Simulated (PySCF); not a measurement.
Assigning NMR signals

Numbering as in the mapped SMILES `[CH3:1][C:2](=[O:3])[NH:4][C:5]([CH3:6])([CH3:7])[CH3:8]`. Hydrogens are named by the atom that carries them.

- PBE0/pcSseg-1 with gauge-including orbitals
- GFN2-xTB structure
- code: PySCF 2.14.0 with density-fitted response routines
- non-relativistic Hamiltonian, gas phase, one conformer, fast rotation and ring inversion assumed for equivalent nuclei

Chemical shifts δ = σref − σ; 13C (σref 186.93), 1H (σref 31.72) against TMS, all at this level.

Q: Assign these signals to the numbered atoms. 13C{1H} NMR (computed): δ 169.9, 52.0, 29.1, 25.7.

A: 
| δ (ppm) | atoms | environment | reason |
| --- | --- | --- | --- |
| 169.9 | C2 | amide carbonyl carbon | lone-pair donation from the attached heteroatom keeps it upfield of a ketone carbonyl |
| 52.0 | C5 | fully substituted sp3 carbon bonded to N | deshielded by the electronegative neighbour |
| 29.1 | C6/C7/C8 | methyl carbon | aliphatic region, no heteroatom directly attached |
| 25.7 | C1 | methyl carbon α to a carbonyl | α to the electron-withdrawing carbonyl group |

Q: Assign these signals to the numbered atoms. 1H NMR (400 MHz, computed): δ 4.51 (br, 1H), 1.88 (s, 3H), 1.39 (s, 9H).

A: 
```tsv
δ (ppm)	atoms	environment	reason
4.51	H(N4)	hydrogen on an amide-type nitrogen	labile proton, position sensitive to the medium
1.88	H(C1)	hydrogen on a methyl carbon α to a carbonyl	α to C=O
1.39	H(C6)/H(C7)/H(C8)	hydrogen on a methyl carbon	–
```

OH and NH positions are those of a molecule without intermolecular hydrogen bonds; in solution they move with solvent, concentration and temperature, and exchange usually removes their couplings. Shifts are as computed. Against solution values, carbons near 30 ppm lie about +3 ppm off and those near 130 ppm about +5 ppm. Of 246 compounds with measured shifts, 49 miss one by over three times the rms of a fit or turn the order of signals round; such compounds aren't used in these exercises. The C=O carbon of an acid or of an amide with N–H lies up to 10 ppm further downfield in solution, through hydrogen bonding that the calculation lacks. No couplings were computed; multiplicities are counted from neighbouring protons, with m where these are inequivalent, close in shift, in a saturated or five-membered ring or joined by F or P, and br s for small geminal =CH2 splittings.
